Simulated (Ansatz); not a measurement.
Species: C₄H₂BrSe, charge 0, multiplicity 2. SMILES: c1c(c[se][c]1)Br
Structure (B3LYP-D3(BJ)/def2-TZVP (Ansatz, an electronic-structure program) minimum search):
```xyz
8

Br     2.2767    -0.5910    -0.1720
C      0.4072    -0.2785    -0.0259
C     -0.5156    -1.3804     0.0815
C     -1.7778    -0.9343     0.1735
Se    -1.9964     0.9098     0.1399
C     -0.1154     0.9699    -0.0177
H     -0.2060    -2.4146     0.0849
H      0.4087     1.9078    -0.0874
```
Charge 0, spin multiplicity 2.

Wanted: atomisation energy, in kcal/mol. Terms: open shells spin-unrestricted; no dispersion term unless named; atomisation electronic, to ground-state atoms; spin-orbit terms left out; non-relativistic. Ab initio and DFT rows: single points at B3LYP-D3(BJ) geometries (Ansatz). A UHF reference is markedly spin-contaminated in at least one set, which strains HF and MP2.

```
species         coefficient  E at HF/3-21G (Ansatz), Eh  E at B3LYP/def2-TZVPD (Ansatz), Eh
--------------  -----------  --------------------------  ----------------------------------
Brc1c[c][se]c1           -1                 -5100.23970                         -5129.34021
Br atom                  +1                 -2560.04062                         -2574.14138
C atom                   +4                   -37.48107                           -37.85953
H atom                   +2                    -0.49620                            -0.50215
Se atom                  +1                 -2388.48153                         -2401.52609
```

 1 Eh = 627.5095 kcal/mol.

Q: Work the quantity out at each level.

A: 
- HF/3-21G: the sum of coefficient times E is 0.80087 Eh, or 502.55 kcal/mol. Result: 502.6 kcal/mol.
- B3LYP/def2-TZVPD: the sum of coefficient times E is 1.23032 Eh, or 772.04 kcal/mol. Result: 772.0 kcal/mol.
